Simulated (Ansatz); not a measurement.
Ansatz (an electronic-structure program) input:

Ansatz 0.2 input:
```yaml
crystal:
  periodic: [false, false, false]
  atoms:
    - {symbol: F, position_ang: [0.63401933, -0.45822091, -1.38467831]}
    - {symbol: S, position_ang: [0.00041445, 0.00323086, -0.00095211]}
    - {symbol: F, position_ang: [1.28458400, -0.53569503, 0.76709668]}
    - {symbol: F, position_ang: [-0.69125510, -1.42007220, 0.15711027]}
    - {symbol: F, position_ang: [-1.28390587, 0.54208214, -0.76906320]}
    - {symbol: F, position_ang: [0.69251776, 1.42640472, -0.15890658]}
    - {symbol: F, position_ang: [-0.63370126, 0.46522821, 1.38251262]}
basis:
  gaussian:
    orbitals: def2-TZVP
hamiltonian:
  xc: b3lyp
  dispersion: d3bj
relax: {f_tol: 0.002, max_steps: 150}
```

Problem. What final total energy does it print?

Solution. -997.48953 Eh (B3LYP-D3(BJ)/def2-TZVP). The basis has 223 functions. The run takes around 70 core-seconds (rough).
